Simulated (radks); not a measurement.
Question: These are the eigenvalues of the occupied orbitals of an atom or ion with whole-number occupations (eV). All-electron calculation, scalar-relativistic Kohn-Sham, SCAN, spin-polarised, spherical densities, finite nucleus; meta-GGA in the generalised Kohn-Sham scheme; Fermi nuclear charge, rms radius of each element as measured or else 0.836 A^(1/3) + 0.57 fm. Program: a radial shooting solver on a logarithmic mesh with Libxc functionals.

orbital  eigenvalue
1s down   -41929.54
1s up     -41929.54
2s up     -6809.192
2s down   -6809.184
2p up     -6093.860
2p down   -6093.855
3s up     -1520.110
3s down   -1519.713
3p up     -1291.807
3p down   -1291.399
3d up     -971.8442
3d down   -971.5089
4s up     -347.0383
4s down   -345.9696
4p up     -271.5828
4p down   -270.4898
4d up     -163.3594
4d down   -162.2179
5s up      -82.4247
5s down    -81.8640
5p up      -62.1660
5p down    -61.7312
4f up      -48.3503

Which element is it, and in what charge state? The configuration may be excited. Open shells, if any, are filled with parallel spins first.

Answer: Z = 59, praseodymium, charge +4: Pr4+ in [Xe] 4f1. The list shows which subshells hold electrons but not how many an open one holds; the 1s level, -1540.9 hartree, gives Z - s = 55.5 by -(Z - s)^2/2, which with screening and relativity narrows Z to a few neighbours, and the depths of the outer levels then fix element, charge and occupations together.
